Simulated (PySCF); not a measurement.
## Spin states of BiH⁺

Unrestricted PBE0; Bi def2-TZVP with ECP60, H def2-TZVP; scalar-relativistic core potentials (PySCF 2.14). Outer shells of the fragments: Bi+ 5d10 6s2 6p2; H 1s1.

Followed along the bond (rough minima from three points):

```tsv
2Ms+1	unpaired	⟨S²⟩ at the start	R at minimum (Å)	Te (eV)
2	π ↑	0.75	1.79	0.00
4	σ ↑, π ↑↑	3.75	none in the scan	≤ 1.93
```

Solutions found at the starting distance of 1.880 Å, counted from the lowest of them; the search is not exhaustive and high or unbound solutions are not listed, so other states can lie among these:

| 2Ms+1 | unpaired | term | E (eV) | ⟨S²⟩ | ⟨Lz²⟩ | μ (D) |
| --- | --- | --- | --- | --- | --- | --- |
| 2 | π ↑ | ²Π | 0.00 | 0.75 | 1.00 | -0.08 |
| 4 | σ ↑, π ↑↑ | ⁴Σ⁻ | 1.97 | 3.75 | 0.00 | 1.44 |
| 2 | σ ↓, π ↑↑ | mixed | 2.30 | 1.76 | 0.00 | 1.41 |
| 2 | σ ↑, π ↑↓ | mixed | 2.48 | 1.76 | 2.02 | 1.43 |
| 2 | σ ↑ | mixed | 3.43 | 0.76 | 2.01 | 1.43 |
| 4 | σ ↑↑, π ↑ | ⁴Π | 5.29 | 3.75 | 1.00 | 0.90 |

A term symbol is given only where ⟨S²⟩ and ⟨Lz²⟩ are close to those of a pure state; real π, δ and φ orbitals otherwise mix terms. A positive dipole points towards H; it is taken about the centre of mass and depends on that origin.

These are scalar-relativistic numbers at best; spin–orbit coupling would shift them, the dissociation energy most. Counting both spins, an empty level lies below a filled one in some of these solutions, because spin and occupation are held.
